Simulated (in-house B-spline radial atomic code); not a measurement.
# RPA and G0W0 on BLYP: Re II (Re+)

Configuration [Xe] 4f14 5d5 6s1, highest spin, mean-field start BLYP. Computed with an all-electron radial atomic-structure program (B-spline basis): all electrons, scalar-relativistic (spin-free one-electron X2C), finite nucleus, each spin shell either full or empty, empty states to l = 9 with an (l + 1/2)⁻⁴ tail; G0W0 by contour deformation at full frequency.

Without the two-electron picture change, the correlation of inner shells comes somewhat too large for so heavy an element.

RPA overbinds a lone outer s electron by self-correlation, and G0W0 tends to as well.

Command:
```bash
python run_gw.py task.json out
```
Settings (radii: box in bohr, nucleus in fm):
```
Z                        75
electrons                74
configuration            [Xe] 4f14 5d5 6s1
hamiltonian              x2c
method                   b88,lyp
lmax                     9
rms_radius               5.3698
spin_polarised           True
box_radius               23.78
intervals                70
ion_configuration        [Xe] 4f14 5d5
```

Run time, properties included: 22 s on 1 thread of Intel(R) Xeon(R) Platinum 8259CL CPU @ 2.50GHz (shared host).

Energies (hartree):

```csv
term,value
mean-field total,-16694.42422
Hartree-Fock functional on these orbitals,-16688.09921
direct second order,-7.8171
second-order exchange,1.9708
SOSEX correction,1.8194
```

(1) What is the RPA correlation energy, and what remains with SOSEX?

Quasi-particle levels (eV):

```tsv
level	occupied	mean field	Σx - vxc	Σc	QP weight	G0W0
6s up	yes	-13.291	-3.10	?	?	?
6s down	no	-11.097	5.95	-2.88	0.898	-8.035
```

G0W0 = mean field + (Σx - vxc) + Σc, with Σc (partial-wave tail included) taken at the quasi-particle energy. Only the outer levels were computed. Levels of low weight are left out.

(2) Where does G0W0 put 6s up?

(3) What does it cost to remove one electron (to [Xe] 4f14 5d5) by differences of total energies, each species on its own start (correlation terms add to the Hartree-Fock functional)?

Answers

(1) RPA gives -6.6721 hartree (-2.45 eV per electron); RPA + SOSEX gives -4.8527, and the second-order doubles -5.8464 hartree (no singles). RPA lacks exchange-type terms and so overcorrelates at short range.

(2) At -17.649 eV, with Σc = -1.26 eV and a quasi-particle weight of 0.916. The tabulated removal energy is 16.6 ± 0.5 eV (NIST, semi-empirical); the calculation leaves out spin-orbit coupling, Breit and QED terms, and what these don't explain is the method's own error.

(3) BLYP 16.970 eV, Hartree-Fock functional 15.721 eV, + RPA 17.404 eV, + RPA + SOSEX 16.610 eV, + second order 17.662 eV. Tabulated: 16.6 ± 0.5 eV (NIST, semi-empirical); the calculation leaves out spin-orbit coupling, Breit and QED terms, and what these don't explain is the method's own error.
